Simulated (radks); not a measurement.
Values are calculated unless marked as measured or tabulated.
Task: The table gives one normalised radial function P(r) = r R(r) (large component) of Gd in [Xe] 4f7 5d1 6s2 (r in bohr). Code: a radial shooting solver on a logarithmic mesh with Libxc functionals. Model: Dirac Kohn-Sham, PBE, spin-unpolarised, spherical densities, finite nucleus; open shells are shared between the two j in proportion to 2j + 1; Fermi nuclear charge, rms radius 5.1569 fm.

r,P
0.003668,0.0001
0.00427,0.0001
0.004971,0.0002
0.005833,0.0003
0.006791,0.0005
0.007905,0.0007
0.009277,0.0010
0.0108,0.0015
0.01257,0.0022
0.01464,0.0032
0.01718,0.0048
0.02,0.0070
0.02328,0.0101
0.02732,0.0148
0.0318,0.0209
0.03702,0.0291
0.0431,0.0400
0.05058,0.0548
0.05888,0.0722
0.06855,0.0926
0.08044,0.1165
0.09365,0.1392
0.109,0.1590
0.1269,0.1712
0.1489,0.1701
0.1734,0.1503
0.2019,0.1084
0.2369,0.0402
0.2758,-0.0422
0.321,-0.1304
0.3737,-0.2081
0.4386,-0.2587
0.5106,-0.2608
0.5944,-0.2102
0.6975,-0.1035
0.812,0.0354
0.9453,0.1913
1.101,0.3438
1.291,0.4800
1.503,0.5718
1.75,0.6201
2.054,0.6252
2.391,0.5944
2.784,0.5393
3.241,0.4700
3.803,0.3887
4.427,0.3082
5.154,0.2301
6.048,0.1576
7.041,0.1026
8.197,0.0616
9.543,0.0336
11.2,0.0157
13.04,0.0067

Which n and l does it have? It may be an empty orbital.

Result: n = 5, l = 2: the number of nodes gives n - l - 1 = 2, the rise at small r points to l (for j = l - 1/2 the large component starts outside the nucleus as r^gamma with gamma = sqrt(l^2 - (Z/c)^2) = 1.94 and the r^(l+1) term takes over further out; the orbital of l - 1 with the same j starts with the same power, but with a larger coefficient, and does not steepen), and the extent must fit the shell. The curve is that of 5d3/2; the two j differ most near the nucleus, where j = l - 1/2 has the larger amplitude, and in heavy atoms j = l - 1/2 is also the more compact. 5d3/2: eigenvalue -2.696 eV, 2 radial nodes at r = 0.256, 0.783 bohr, <r> = 2.79 bohr, 90 % of the charge inside 4.59 bohr.
